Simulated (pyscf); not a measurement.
One four-centre exchange on the singlet surface with elements of a group swapped. ωB97M-D3(BJ)/def2-TZVP, kcal/mol, from the separated reactants. Optimised with ωB97X-D3(BJ)/def2-SVP in PySCF.

```tsv
step	barrier	reaction energy	imaginary mode (i cm⁻¹)
`[CH3][BiH2]` + `[CH3][ZnH]` → `[BiH3]` + `[CH3][Zn][CH3]`	___	___	394
`[CH3][SbH2]` + `[CH3][ZnH]` -> `[SbH3]` + `[CH3][Zn][CH3]`	33.5	-3.0	427
```

Question: What belongs in the gaps?

Answer: 
- `[CH3][BiH2]` + `[CH3][ZnH]` → `[BiH3]` + `[CH3][Zn][CH3]`, barrier: 29.4
- `[CH3][BiH2]` + `[CH3][ZnH]` → `[BiH3]` + `[CH3][Zn][CH3]`, reaction energy: -3.7

Row 1: On the reactant side the descent ends in an adduct with a Bi–Zn contact, 6.5 kcal/mol under the separated species and 29.6 kcal/mol under the saddle at ωB97X-D3(BJ)/def2-TZVP. On the product side the descent ends in a complex (not fully relaxed), 5.1 kcal/mol under the separated species and 30.4 kcal/mol under the saddle at ωB97X-D3(BJ)/def2-TZVP. Row 2: On the reactant side the descent ends in a complex (not fully relaxed), 5.1 kcal/mol under the separated species and 32.9 kcal/mol under the saddle at ωB97X-D3(BJ)/def2-TZVP. On the product side the descent ends in a complex (not fully relaxed), 4.1 kcal/mol under the separated species and 33.8 kcal/mol under the saddle at ωB97X-D3(BJ)/def2-TZVP. Each row is the saddle that its search found. Elements up to Kr have no core potential and no relativistic terms here. Elements past Kr carry the def2 core potentials, without spin-orbit coupling.
